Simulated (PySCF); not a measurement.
A geometry optimisation on [NbCl6]- (`[Cl][Nb-]([Cl])([Cl])([Cl])([Cl])[Cl]`).

Method: PBE0-D3(BJ)/def2-SVP geometry optimisation, gas phase, def2 core potentials past Kr (PySCF 2.14.0). Start geometry: GFN2-xTB. The input is one job of a driver script: a line of settings, then coordinates in Å.

Input:
```
{"job": {"xc": "PBE0", "basis": "def2-SVP", "d3": "d3bj", "grid": 1, "maxiter": 30, "shake": 0.03, "kind": "geom"}, "charge": -1, "multiplicity": 1}
Nb     0.061070    -0.076730     0.012350
Cl    -0.033040    -0.022250     2.370820
Cl    -0.044450     0.001860    -2.403130
Cl     2.476930     0.011170     0.005360
Cl    -2.385750    -0.024310    -0.047560
Cl    -0.015890     2.391750     0.001670
Cl     0.032990    -2.383500    -0.008050
```

Task: Estimate the output.

Result: 
```
step   0  E = -2816.84822780  max force = 0.032267
step   1  E = -2816.85375513  max force = 0.009779
step   2  E = -2816.85338276  max force = 0.004867
step   3  E = -2816.85500459  max force = 0.003301
step   4  E = -2816.85515787  max force = 0.000995
step   5  E = -2816.85516458  max force = 0.000624
step   6  E = -2816.85517665  max force = 0.000584
step   7  E = -2816.85518277  max force = 0.000166
optimisation converged
```

Energies in Eh; «max force» is the largest Cartesian gradient component in Eh/bohr.

Task: Give the first gradient maximum in eV/Å.

Result: With 1 Eh/bohr = 51.422 eV/Å, 1.659 eV/Å.

Task: How much energy does the optimisation release, in kcal/mol?

Result: E(step 0) − E(last step) = 0.006955 Eh, which is 4.4 kcal/mol.

Summary of the converged run: final energy -2816.85518 Eh after 7 steps.

Task: Where do the atoms end?

Result: 0.063 Å rms from the input after alignment:
```
atom  x, y, z in Å
Nb1    0.0127   -0.0140   -0.0099
Cl2    0.0003   -0.0239    2.3520
Cl3    0.0189   -0.0040   -2.3719
Cl4    2.3749    0.0049   -0.0035
Cl5   -2.3492   -0.0368   -0.0240
Cl6   -0.0038    2.3478    0.0022
Cl7    0.0381   -2.3760   -0.0135
```

Task: Estimate the wall time. Hardware: one thread, Arm Neoverse V2 (aarch64), no GPU, shared host with 96 logical CPUs at a one-minute load of 56. And the peak memory of the process?

Result: About 1.8 min, with 0.57 GiB resident at the peak, the Python interpreter and its libraries included.
Labels such as C1 count atoms from 1, the log's own numbers from 0.
